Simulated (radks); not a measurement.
Q: Ce44+, configuration [He] 2s2 2p5 3s2 3p2 4f1 (not the ground configuration). Method: Dirac Kohn-Sham, PBE, spin-unpolarised, spherical densities, point nucleus; open shells fill j = l - 1/2 first; computed with a radial shooting solver on a logarithmic mesh with Libxc functionals. Some entries of the table are withheld. Estimate them.

orbital  occ.  eigenvalue (eV)  <r> (bohr)  r(max) (bohr)
1s1/2       2              (1)     0.02455        0.01573
2s1/2       2        -9330.626      0.1027        0.08825
2p1/2       2        -9031.626     0.08596        0.06709
2p3/2       3        -8563.991     0.09182        0.07218
3s1/2       2        -3701.711      0.2483         0.2362
3p1/2       2        -3591.818      0.2345         0.2209
3p3/2       0        -3471.192      0.2433         0.2300
4f5/2       1        -1737.924      0.3842            (2)
4f7/2       0        -1733.176      0.3859            (3)

A: 
(1) 1s1/2 eigenvalue (eV): -43370.30
(2) 4f5/2 r(max) (bohr): 0.3393
(3) 4f7/2 r(max) (bohr): 0.3409
